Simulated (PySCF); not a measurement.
The numbers below are computed, except where a source is named.
**C3H8ClOSi**

The system: C3H8ClOSi, a small molecule (built as: C site whose three back bonds go to OSiH3, CH3, Cl; end group CH2); neutral, doublet. The structure, one conformer, was relaxed in the gas phase by PBE0-D3(BJ)/def2-SVP. No frequency run checks that it is a minimum.

SMILES: [CH2]C(C)(Cl)O[SiH3]

Coordinates in Å:
```
C1     -0.525    0.035    0.054
O2      0.757    0.479    0.223
Si3     2.168   -0.178   -0.424
C4     -1.490    1.197    0.100
Cl5    -0.668   -0.681   -1.733
C6     -0.870   -1.106    0.908
H7      3.243    0.393    0.433
H8      2.374    0.247   -1.834
H9      2.169   -1.666   -0.316
H10    -1.206    1.939   -0.658
H11    -1.428    1.661    1.096
H12    -2.519    0.862   -0.084
H13    -1.915   -1.393    1.033
H14    -0.084   -1.792    1.228
```

EPR values by unrestricted B3LYP, IGLO-III on C Cl O Si, pcH-1 on H.

Predict g and the largest hyperfine couplings. Where does the spin sit?

g = 2.0010, 2.0023, 2.0052. The spin sits on C6 (100 %, bonded to 1 C + 2 H) by Mulliken populations.
```csv
atom,isotope,isotropic (MHz),"dipolar, principal values (MHz)"
C6,13C,87.2,"-76.3, -75.5, 151.8"
Cl5,35Cl,42.0,"-30.0, -28.2, 58.2"
H14,1H,-57.1,"-36.0, -1.6, 37.6"
H13,1H,-57.1,"-35.9, -1.7, 37.6"
C1,13C,-13.5,"-4.6, 0.5, 4.1"
C4,13C,13.8,"-1.9, -1.4, 3.3"
```

How do the isotropic couplings move with BHandHLYP?

C6 87.2 to 114.4 MHz, Cl5 42.0 to 44.5 MHz, H14 -57.1 to -68.9 MHz, H13 -57.1 to -68.9 MHz.
